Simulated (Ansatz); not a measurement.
The cluster Ge2H⁻. The state is a singlet with charge -1. Geometry PBE-D4/def2-TZVPD.

Cartesian coordinates in Å:
```
Ge -0.095 -0.177 0.038
Ge 0.857 1.746 -0.417
H -0.762 -1.569 0.378
```

LC-ωPBE has ω = 0.4 bohr⁻¹. B3LYP takes the VWN-RPA correlation. At LDA (SPW92)/def2-TZVPD, PBE-D4/def2-TZVPD, B3LYP-D4/def2-TZVPD the highest occupied level of the charge -1 singlet lies above zero (up to 0.73 eV). By energy differences its removal costs 1.97 eV (vertical, to the charge 0 doublet, at PBE-D4/def2-TZVPD); a positive level beside a positive removal energy at the same level points to self-interaction error. The structure comes from a short search, and lower isomers may exist.

(1) Estimate the orbital energies around the gap (eV) in Ansatz with LDA (SPW92)/def2-TZVPD, PBE-D4/def2-TZVPD, B3LYP-D4/def2-TZVPD, r2SCAN0-D4/def2-TZVPD, LC-ωPBE/def2-TZVPD.

Answers

(1) 
| orbital | LDA (SPW92)/def2-TZVPD | PBE-D4/def2-TZVPD | B3LYP-D4/def2-TZVPD | r2SCAN0-D4/def2-TZVPD | LC-ωPBE/def2-TZVPD |
| --- | --- | --- | --- | --- | --- |
| HOMO−9 | -23.76 | -23.47 | -26.64 | -27.98 | -29.21 |
| HOMO−8 | -23.76 | -23.47 | -26.64 | -27.98 | -29.21 |
| HOMO−7 | -23.72 | -23.44 | -26.60 | -27.93 | -29.15 |
| HOMO−6 | -23.72 | -23.44 | -26.60 | -27.93 | -29.15 |
| HOMO−5 | -23.66 | -23.37 | -26.53 | -27.86 | -29.08 |
| HOMO−4 | -7.78 | -7.58 | -8.95 | -9.67 | -12.89 |
| HOMO−3 | -5.33 | -5.17 | -6.27 | -6.86 | -9.62 |
| HOMO−2 | -1.37 | -1.25 | -1.99 | -2.37 | -4.52 |
| HOMO−1 | 0.60 | 0.73 | 0.19 | -0.20 | -2.17 |
| HOMO | 0.60 | 0.73 | 0.19 | -0.20 | -2.17 |
| LUMO | 2.95 | 3.11 | 3.56 | 3.74 | 5.33 |
| LUMO+1 | 2.95 | 3.11 | 3.57 | 3.74 | 5.33 |
| LUMO+2 | 3.16 | 3.29 | 3.70 | 4.12 | 5.45 |
| LUMO+3 | 4.17 | 4.24 | 4.53 | 5.14 | 6.08 |
| LUMO+4 | 5.11 | 5.14 | 5.51 | 6.22 | 7.21 |
| LUMO+5 | 5.45 | 5.50 | 5.83 | 6.58 | 7.52 |
